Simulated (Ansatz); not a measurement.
CH7NSSi (`CN[SiH2]S`), charge 0, multiplicity 1.

Task: Give a relaxed structure at PBE0-D4/def2-TZVP (Ansatz 0.2.0). (Estimate.)

Result: Ansatz gave: 
Z-matrix (Å, degrees):
```
C
N 1 1.446
H 1 1.097 2 113.2
H 1 1.094 2 111.1 3 121.9
H 1 1.092 2 109.5 3 -119.8
Si 2 1.704 1 125.4 3 97.1
H 2 1.008 1 114.4 3 -66.9
S 6 2.140 2 106.6 1 151.2
H 6 1.492 2 117.6 1 -90.8
H 6 1.486 2 105.7 1 29.8
H 8 1.343 6 94.1 2 139.0
```
This is one stationary point; other conformers may exist.
